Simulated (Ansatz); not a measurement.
Li7⁻. Charge -1, multiplicity 1. Geometry relaxed at PBE/def2-TZVPD.

```xyz
7

Li    1.738   -0.150    1.746
Li   -2.190   -0.884   -0.720
Li    1.806    1.578   -0.584
Li   -0.621    1.124   -2.108
Li   -0.734   -1.668    1.665
Li    0.798   -1.248   -0.900
Li   -0.798    1.248    0.900
```

The restricted singlet is unstable towards broken spin symmetry in Hartree–Fock (as tested in another run); at PBE/def2-TZVPD this wasn't settled. The structure comes from a short search, and lower isomers may exist.

Problem. Estimate the harmonic wavenumbers at RKS PBE/def2-TZVPD (Ansatz, unscaled). Is this a minimum?

Solution. 98, 99, 147, 165, 165, 193, 193, 207, 257, 257, 273, 281, 281, 283, 283 cm⁻¹. Yes, no mode is imaginary beyond noise. Zero-point energy 19.0 kJ/mol. It took 25 s on 4 threads of Arm Neoverse V2 on a shared host.
